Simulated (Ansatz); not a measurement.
One change: `C#[C][In]([F])[Cl]` becomes `[F][In]([F])[Cl]`.

Ansatz, PBE0-D4/def2-TZVP geometries, multiplicity 1. 

Elements past krypton have def2 core potentials.

| property | `C#[C][In]([F])[Cl]` |
| --- | --- |
| HOMO energy (PBE/def2-TZVPP) / eV | -7.71 |
| size of the dipole moment (PBE/def2-TZVPP) / D | 3.05 |
| HOMO–LUMO gap (B3LYP/def2-TZVPP) / eV | 6.41 |
| size of the dipole moment (ωB97M-V/def2-TZVPP) / D | 3.21 |
| HOMO energy (B3LYP/def2-TZVPP) / eV | -8.69 |
| HOMO–LUMO gap (ωB97M-V/def2-TZVPP) / eV | 10.93 |

Problem. What does the change do to each property? (An estimate is asked.)

Solution. Computed: 
```tsv
property	`[F][In]([F])[Cl]`	shift
HOMO energy (PBE/def2-TZVPP) / eV	-8.42	-0.71
size of the dipole moment (PBE/def2-TZVPP) / D	1.13	-1.92
HOMO–LUMO gap (B3LYP/def2-TZVPP) / eV	6.07	-0.34
size of the dipole moment (ωB97M-V/def2-TZVPP) / D	1.19	-2.02
HOMO energy (B3LYP/def2-TZVPP) / eV	-9.62	-0.93
HOMO–LUMO gap (ωB97M-V/def2-TZVPP) / eV	11.04	0.11
```

With PBE0 the HOMO falls by 0.94 eV and the LUMO falls by 1.20 eV, so the gap narrows by about 0.26 eV. PBE moves the HOMO by -0.71 eV and ωB97M-V by -0.97 eV. The zero-point energy changes by -43.5 kJ/mol with -6 modes. Dipoles are sizes alone; their direction can turn.

B3LYP here is the variant with VWN-RPA as its local correlation; programs differ in this.
